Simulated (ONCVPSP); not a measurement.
**What the settings do to the ONCV potential of Re**

Base potential:

ONCVPSP 4.0.1 input, shortened (lines: element, Z, core and valence counts, functional; n l f; lmax; l rc ep ncon nbas qcut; lloc lpopt rc5 dvloc0; l nproj debl; icmod fcfact rcfact), LDA (Perdew-Wang 92), scalar-relativistic:

```
  Re 75.00   11    4  -001012      upf
    1    0    2.00
    2    0    2.00
    2    1    6.00
    3    0    2.00
    3    1    6.00
    3    2   10.00
    4    0    2.00
    4    1    6.00
    4    2   10.00
    4    3   14.00
    5    0    2.00
    5    1    6.00
    5    2    5.00
    6    0    1.75
    6    1    0.25
    2
    0    2.55    0.00    4    7    2.50
    1    2.20    0.00    4    7    6.30
    2    1.60    0.00    4    8    5.80
    4    5    1.50    0.00
    0    2    1.60
    1    2    0.40
    2    1    0.30
    3    2.25    1.45
```

Cutoffs, loose and tight: the cutoffs (Ha) at which the residual kinetic energy of the hardest occupied pseudo-wave falls to 1 and 0.1 mHa per electron. They do not see the model core or the augmentation charge, which bear on the density cutoff. Test errors are all-electron minus pseudo excitation energies from the reference, over the configurations 5p6 5d5 6s2 6p0; 5p6 5d5 6s1 6p0; 5p6 5d5 6s0 6p0; 5p6 5d5 6s0 6p1. A dash means not determined; rows that change the core or the reference have their own tests.

A true bound ghost makes a file unfit for plane-wave use even where its test errors are small: the radial tests pick states by their node count and pass the ghost by.

| change | outcome | cutoff, loose | cutoff, tight | bound ghosts | GHOST(+) flags above zero | largest test error (meV) |
| --- | --- | --- | --- | --- | --- | --- |
| base | generated | 15 Ha | 20 Ha | s | none | -26 |
| core correction Teter function, fcfact 2.25, rcfact 1 | generated | 15 Ha | 20 Ha | s | none | -24 |
| core correction Teter function, fcfact 2.25, rcfact 1.12 | generated | 15 Ha | 20 Ha | s | none | -24 |
| core correction Teter function, fcfact 2.25, rcfact 1.22 | generated | 15 Ha | 20 Ha | s | none | -25 |
| core correction Teter function, fcfact 2.25, rcfact 1.38 | generated | 15 Ha | 20 Ha | s | none | -25 |
| core correction Teter function, fcfact 2.25, rcfact 1.54 | generated | 15 Ha | 20 Ha | s | none | -27 |
| core correction Teter function, fcfact 2.25, rcfact 1.6 | generated | 15 Ha | 20 Ha | s | none | -28 |
| core correction Teter function, fcfact 2.25, rcfact 2.06 | generated | 15 Ha | 20 Ha | s | none | -87 |

**Question.** What comes out with this change to the base: core correction Teter function, fcfact 2.25, rcfact 1.78?

**Answer.** outcome: generated; cutoff, loose: 15 Ha; cutoff, tight: 20 Ha; bound ghosts: s; GHOST(+) flags above zero: none; largest test error (meV): -37.

**Question.** What comes out with this change to the base: core correction Teter function, fcfact 2.25, rcfact 1.88?

**Answer.** outcome: generated; cutoff, loose: 15 Ha; cutoff, tight: 20 Ha; bound ghosts: s; GHOST(+) flags above zero: none; largest test error (meV): -48.

Reading the sweep of the rcfact (base included, trends over the rows without a ghost): Bound ghosts are found at 1, 1.12, 1.22, 1.38, 1.45, 1.54, 1.6, 1.78, 1.88, 2.06. Every judged row has one, so this setting neither creates nor removes them.
